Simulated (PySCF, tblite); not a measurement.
Isomers of C6H10FNSi. Level: GFN2-xTB in tblite, geometry and Hessian alike; calculated harmonic values, unscaled, isolated species. The method is semi-empirical: single wavenumbers can be off by several per cent or more. Modes of hydrogen on silicon can be 10 to 20 % off. One conformer each.

Electronic energies: PBE0/pcSseg-1 single points on the GFN2-xTB geometries (PySCF, gas phase).

```tsv
SMILES	electronic energy, lowest = 0 (kcal/mol)
NCC#CC[Si@@H]1C[C@H]1F	94.4
C[C@H]([SiH3])/C(C#N)=C/CF	53.6
C[SiH2][C@@H](C)/C(C#N)=C\F	41.6
N#C[C@@]1(F)CCCC[SiH2]1	30.5
N#CC/C=C\C[SiH2]CF	51.2
CC[C@@H]1C[C@H](C#N)[Si@H]1F	0.0
CC(C)([SiH3])/C(C#N)=C\F	54.5
C[Si@@H]1CCC[C@]1(F)C#N	23.6
CC[Si@@H]1C[C@H](C#N)[C@@H]1F	44.9
```

Task: How do GFN2-xTB zero-point energies change the relative energies?

Result: 
| SMILES | ZPE (kcal/mol) | of it from modes above 1550 cm⁻¹ | electronic (kcal/mol) | with ZPE, lowest = 0 (kcal/mol) | lowest mode (cm⁻¹) | rings |
| --- | --- | --- | --- | --- | --- | --- |
| CC[C@@H]1C[C@H](C#N)[Si@H]1F | 92.6 | 45.4 | 0.0 | 0.0 | 40 | 1 |
| C[Si@@H]1CCC[C@]1(F)C#N | 91.6 | 45.3 | 23.6 | 22.6 | 55 | 1 |
| N#C[C@@]1(F)CCCC[SiH2]1 | 91.3 | 44.0 | 30.5 | 29.3 | 70 | 1 |
| C[SiH2][C@@H](C)/C(C#N)=C\F | 88.4 | 46.8 | 41.6 | 37.4 | 28 | 0 |
| CC[Si@@H]1C[C@H](C#N)[C@@H]1F | 91.3 | 45.2 | 44.9 | 43.7 | 25 | 1 |
| N#CC/C=C\C[SiH2]CF | 88.7 | 46.6 | 51.2 | 47.3 | 34 | 0 |
| C[C@H]([SiH3])/C(C#N)=C/CF | 87.3 | 45.5 | 53.6 | 48.3 | 29 | 0 |
| CC(C)([SiH3])/C(C#N)=C\F | 87.6 | 45.9 | 54.5 | 49.6 | 33 | 0 |
| NCC#CC[Si@@H]1C[C@H]1F | 90.2 | 48.7 | 94.4 | 92.0 | 19 | 1 |

The zero-point energies span 5.3 kcal/mol, from `C[C@H]([SiH3])/C(C#N)=C/CF` to `CC[C@@H]1C[C@H](C#N)[Si@H]1F`. The order is unchanged.

Task: And how do the electronic energies of GFN2-xTB itself compare?

Result: `CC[C@@H]1C[C@H](C#N)[Si@H]1F` 0.0; `C[Si@@H]1CCC[C@]1(F)C#N` 33.2; `N#C[C@@]1(F)CCCC[SiH2]1` 26.6; `C[SiH2][C@@H](C)/C(C#N)=C\F` 47.2; `CC[Si@@H]1C[C@H](C#N)[C@@H]1F` 50.5; `N#CC/C=C\C[SiH2]CF` 53.4; `C[C@H]([SiH3])/C(C#N)=C/CF` 43.1; `CC(C)([SiH3])/C(C#N)=C\F` 42.9; `NCC#CC[Si@@H]1C[C@H]1F` 94.1 kcal/mol, lowest = 0. Against the energies above, taken from the same isomer `CC[C@@H]1C[C@H](C#N)[Si@H]1F`, the largest difference is 11.6 kcal/mol.

Task: What do entropy and thermal enthalpy add at 298.15 K and 1 bar (rigid rotor, harmonic oscillator, one conformer each)?

Result: 
```json
{"SMILES": "CC[C@@H]1C[C@H](C#N)[Si@H]1F", "point group": "C1", "symmetry number": "1", "S (cal/(mol K))": "102.1", "H − H(0) (kcal/mol)": "7.27", "ZPE + H − H(0) − TS (kcal/mol)": "69.4"}
{"SMILES": "C[Si@@H]1CCC[C@]1(F)C#N", "point group": "C1", "symmetry number": "1", "S (cal/(mol K))": "100.6", "H − H(0) (kcal/mol)": "7.28", "ZPE + H − H(0) − TS (kcal/mol)": "68.8"}
{"SMILES": "N#C[C@@]1(F)CCCC[SiH2]1", "point group": "C1", "symmetry number": "1", "S (cal/(mol K))": "95.6", "H − H(0) (kcal/mol)": "6.76", "ZPE + H − H(0) − TS (kcal/mol)": "69.6"}
{"SMILES": "C[SiH2][C@@H](C)/C(C#N)=C\\F", "point group": "C1", "symmetry number": "1", "S (cal/(mol K))": "109.0", "H − H(0) (kcal/mol)": "8.13", "ZPE + H − H(0) − TS (kcal/mol)": "64.0"}
{"SMILES": "N#CC/C=C\\C[SiH2]CF", "point group": "C1", "symmetry number": "1", "S (cal/(mol K))": "106.5", "H − H(0) (kcal/mol)": "7.72", "ZPE + H − H(0) − TS (kcal/mol)": "64.7"}
{"SMILES": "C[C@H]([SiH3])/C(C#N)=C/CF", "point group": "C1", "symmetry number": "1", "S (cal/(mol K))": "108.8", "H − H(0) (kcal/mol)": "8.01", "ZPE + H − H(0) − TS (kcal/mol)": "62.9"}
{"SMILES": "CC(C)([SiH3])/C(C#N)=C\\F", "point group": "C1", "symmetry number": "1", "S (cal/(mol K))": "104.3", "H − H(0) (kcal/mol)": "7.86", "ZPE + H − H(0) − TS (kcal/mol)": "64.4"}
```

Not tabulated: `CC[Si@@H]1C[C@H](C#N)[C@@H]1F` (lowest mode only 25 cm⁻¹); `NCC#CC[Si@@H]1C[C@H]1F` (lowest mode only 18 cm⁻¹).
